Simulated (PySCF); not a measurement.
**C₆ coefficients of unlike pairs at PBE0**

Calculated with PySCF 2.14 from the dipole response of each species, C₆(A,B) = (3/π) ∫ α_A(iu) α_B(iu) du, in atomic units, from isotropic polarisabilities. For ions this is the dispersion term alone; charge-induced terms of lower order in 1/R come first.

```json
{"species": "Ar(3+)", "configuration": "[Ne] 3s2 3p3 (4S)", "basis": "aug-cc-pV(5+d)Z (8s7p6d4f3g2h)", "relativity": "none", "α (bohr³)": "3.616", "C₆ (like pair)": "9.806"}
{"species": "P", "configuration": "[Ne] 3s2 3p3 (4S)", "basis": "aug-cc-pwCVDZ (6s5p3d)", "relativity": "none", "α (bohr³)": "25.45", "C₆ (like pair)": "191.7"}
{"species": "Sn(3+)", "configuration": "[Kr] 4d10 5s1 (2S)", "basis": "aug-cc-pVQZ-DK3 (9s8p6d3f2g)", "relativity": "spin-free X2C", "α (bohr³)": "9.316", "C₆ (like pair)": "34.30"}
{"species": "Ag+", "configuration": "[Kr] 4d10 (1S)", "basis": "aug-cc-pVTZ-PP with one added diffuse shell each of s, p, d, f, g type with ECP28MDF (7s7p6d4f3g)", "relativity": "core potential", "α (bohr³)": "10.18", "C₆ (like pair)": "60.50"}
```

**Question.** Estimate C₆ for Sn(3+) with Ar(3+).

**Answer.** The integral gives 17.90. The combination rule 2 C_A C_B / (C_A α_B/α_A + C_B α_A/α_B) gives 17.44 and the geometric mean 18.34.

No spin-orbit coupling is included.

The other pairs:

```tsv
pair	C₆
Ag+, Ar(3+)	24.27
Ag+, P	100.1
P, Ar(3+)	39.37
Sn(3+), P	78.64
Ag+, Sn(3+)	45.06
```
